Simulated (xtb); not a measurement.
Spectroscopic constants of PSe, multiplicity 2 (lowest of 2S+1 = 2, 4 at CCSD(T)/def2-TZVPP on PBE0 minima; our sources give no spin for the ground state, which may be another). No spin–orbit coupling. Se is treated without relativity. The T1 diagnostic near the minimum is 0.052, so single-reference values are doubtful.

Constants: fifth-degree fit in 1/R to seven points, most abundant isotopes. In def2 and cc sets the state is the lowest found near the PBE0 minimum, followed along R.

Run with xtb for the GFN methods.  The GFN methods have no spin term and hold the electronic entropy of 300 K.

Energies at GFN1-xTB:

| R (Å) | E (hartree) |
|---|---|
| 1.887418 | -5.89515411 |
| 1.938155 | -5.90528453 |
| 1.984833 | -5.90990176 |
| 2.037600 | -5.91104756 |
| 2.090366 | -5.90895077 |
| 2.151251 | -5.90358110 |
| 2.222283 | -5.89448219 |

With a reduced mass of 22.3222 u, find the minimum, the force constant and the constants.

A fifth-degree polynomial in 1/R puts the minimum at r_e = 2.0275 Å with force constant 534 N/m. Then ω_e = (1/2πc)√(k/μ) = 637 cm⁻¹ and B_e = h/(8π²cμr_e²) = 0.1837 cm⁻¹; the cubic and quartic terms give α_e = 0.00090 and ω_e x_e = 1.9 cm⁻¹.
